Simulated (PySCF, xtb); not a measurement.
FH₃O₂SeSi. Atoms are numbered in the order given.

```xyz
8

O     -1.6042    -1.2071     0.6087
Si    -0.8333     0.0711    -0.0716
O     -1.4681     1.4246     0.6251
F     -1.1019     0.1278    -1.6714
Se     1.4142    -0.1503     0.1786
H     -2.4932    -1.0335     0.9449
H     -1.0461     2.2701     0.4319
H      1.6186    -0.0124    -1.2753
```
Charge 0, spin multiplicity 1.

The structure is a stationary point at B3LYP-D3(BJ)/def2-SVP. This is a generated structure with no PubChem entry under its InChIKey; it may be hypothetical. The values are those of a single conformer.

Calculation: C-PCM-ωB97X/def2-SVP in PySCF 2.14.0.

The values are the electrostatic part of the solvation free energy, E(continuum) − E(gas) at the gas-phase geometry, in a cavity of scaled van der Waals radii (PySCF's table); cavitation and dispersion terms are not included. In vacuum the orbital gap is 11.98 eV. The dipole moment in vacuum is 1.79 D.

| solvent | ε | ΔG(elec) (kcal/mol) | dipole (D) | gap (eV) |
|---|---|---|---|---|
| water | 78.36 | -8.6 | 2.21 | 12.20 |
| dimethylsulfoxide | 46.83 | -8.6 | 2.21 | 12.20 |
| 2-propanol | 19.26 | -8.3 | 2.19 | 12.19 |

For comparison, GFN2-xTB/ALPB(water) (xtb, at the GFN2-xTB geometry, all terms of that model) gives -9.8 kcal/mol.
